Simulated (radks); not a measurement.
The mean radii <r> (bohr) of the occupied orbitals of an atom or ion are listed with their occupations. All-electron calculation, scalar-relativistic Kohn-Sham, r2SCAN, spin-polarised, spherical densities, finite nucleus; meta-GGA in the generalised Kohn-Sham scheme; Fermi nuclear charge, rms radius of each element as measured or else 0.836 A^(1/3) + 0.57 fm. Program: a radial shooting solver on a logarithmic mesh with Libxc functionals.

orbital  occ.      <r>
1s up       1  0.01606
1s down     1  0.01606
2s up       1  0.06760
2s down     1  0.06760
2p up       3  0.06144
2p down     3  0.06144
3s up       1   0.1744
3s down     1   0.1744
3p up       3   0.1764
3p down     3   0.1763
3d up       5   0.1600
3d down     5   0.1600
4s up       1   0.3832
4s down     1   0.3833
4p up       3   0.4081
4p down     3   0.4082
4d up       5   0.4283
4d down     5   0.4284
5s up       1   0.8444
5s down     1   0.8464
4f up       7   0.4464
4f down     6   0.4470
5p up       3   0.9596
5p down     3   0.9596
5d up       5    1.244
5d down     5    1.219
6s up       1    2.146
6p up       3    2.697

Name the element and its charge. Open shells, if any, are filled with parallel spins first.

Answer. Z = 82, lead, charge +1: Pb+ in [Xe] 4f13 5d10 6s1 6p3. The 1s radius gives Z: for a bare nucleus <r> = (2 gamma + 1)/(2Z) with gamma = sqrt(1 - (Z/c)^2), 0.01587 bohr for Z = 82, and screening makes it slightly larger (0.01606 here). The occupations add up to 81, and the charge is Z minus that.
